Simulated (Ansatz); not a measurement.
Calculated with Ansatz (gas phase, PBE0-D4/def2-TZVP geometries, no zero-point term in ΔE). CCSD(T)/CBS adds triple-zeta CCSD(T) − MP2 to the extrapolated MP2 energy (def2 sets, frozen cores). This one scheme is used for every species. One conformer a species, not always the lowest.

Consider the redistribution: `N[SiH](O)O` + `C[SiH2]C[SiH2]Cl` → `O[SiH](O)C[SiH2]Cl` + `C[SiH2]N`.

`N[SiH](O)O`:

Cartesian coordinates in Å:
```
N 0.871 0.289 -0.860
Si -0.376 0.292 0.316
O 0.269 -0.291 1.705
O -1.630 -0.560 -0.309
H 0.650 0.492 -1.822
H 1.782 0.649 -0.621
H -0.969 1.586 0.703
H 0.823 -1.071 1.636
H -1.420 -1.386 -0.748
```

`C[SiH2]C[SiH2]Cl`:

```xyz
14

C    -0.960    1.468   -1.709
Si   -0.936    0.255   -0.287
C     0.824   -0.186    0.203
Si    0.957   -1.383    1.612
Cl    2.938   -1.776    2.036
H    -1.986    1.719   -1.988
H    -0.463    1.048   -2.587
H    -0.446    2.394   -1.439
H    -1.658   -0.991   -0.667
H    -1.634    0.838    0.893
H     1.356    0.732    0.475
H     1.337   -0.613   -0.666
H     0.319   -2.679    1.278
H     0.351   -0.828    2.846
```

`O[SiH](O)C[SiH2]Cl`:

```xyz
13

O     0.785   -1.205    1.385
Si    0.132    0.302    1.297
O     1.245    1.480    1.063
C    -1.068    0.182   -0.123
Si   -0.373   -0.507   -1.699
Cl    1.379    0.501   -2.185
H     1.446   -1.369    2.059
H    -0.526    0.670    2.572
H     1.683    1.483    0.207
H    -1.897   -0.473    0.173
H    -1.489    1.174   -0.317
H    -0.029   -1.940   -1.582
H    -1.285   -0.297   -2.850
```

`C[SiH2]N`:

Cartesian coordinates in Å:
```
C 0.992 -0.568 0.807
Si -0.499 0.413 0.244
N -0.864 0.352 -1.436
H 1.136 -0.462 1.886
H 1.902 -0.222 0.310
H 0.871 -1.632 0.586
H -0.276 1.844 0.587
H -1.697 -0.098 0.966
H -0.297 0.847 -2.105
H -1.268 -0.475 -1.845
```

| species | CCSD(T)/CBS(def2) energy (Eh) |
| --- | --- |
| `N[SiH](O)O` | -497.28304 |
| `C[SiH2]C[SiH2]Cl` | -1119.53500 |
| `O[SiH](O)C[SiH2]Cl` | -1230.73233 |
| `C[SiH2]N` | -386.08232 |

(1) Work out ΔE.

Largest T1 diagnostic among the species: 0.011.

## Answers

(1) ΔE = (-1230.73233) + (-386.08232) − (-497.28304) − (-1119.53500) = 0.00339 Eh = +8.9 kJ/mol.

The D4 term adds −5.5 kJ/mol with B3LYP and −3.1 kJ/mol with PBE0; it sums over pairs of atoms, weighted by their polarisabilities, and B3LYP, whose exchange is more repulsive, gets the larger term.

B3LYP here is the variant with VWN-RPA as its local correlation; programs differ in this.
